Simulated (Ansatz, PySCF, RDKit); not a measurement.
Constitutional and geometric isomers with formula C2H2OSi. Gas-phase values, no solvent. Strings in code marks are SMILES.

Quantity: electronic energy of isomers of C2H2OSi relative to `C#C[SiH]=O`, in eV. Force-field values (RDKit) are differences of steric energies, which aren't made for comparing isomers with other bonds.

Level 1: PBE0-D3(BJ)/def2-TZVP (PySCF)
Level 2: M06-2X/6-31G* // PBE0-D3(BJ)/def2-TZVP (PySCF)
Level 3: HF/cc-pVTZ // PBE0-D3(BJ)/def2-TZVP (Ansatz, a first-principles code)
Level 4: UFF, relaxed from the DFT geometry (RDKit)

```json
[
 {"species": "`O=[si]1cc1`", "level 1": "-0.121", "level 2": "-0.009", "level 3": "0.220", "level 4": "0.82"},
 {"species": "`O=C=C=[SiH2]`", "level 1": "0.346", "level 2": "0.364", "level 3": "0.61", "level 4": "-0.002"}
]
```
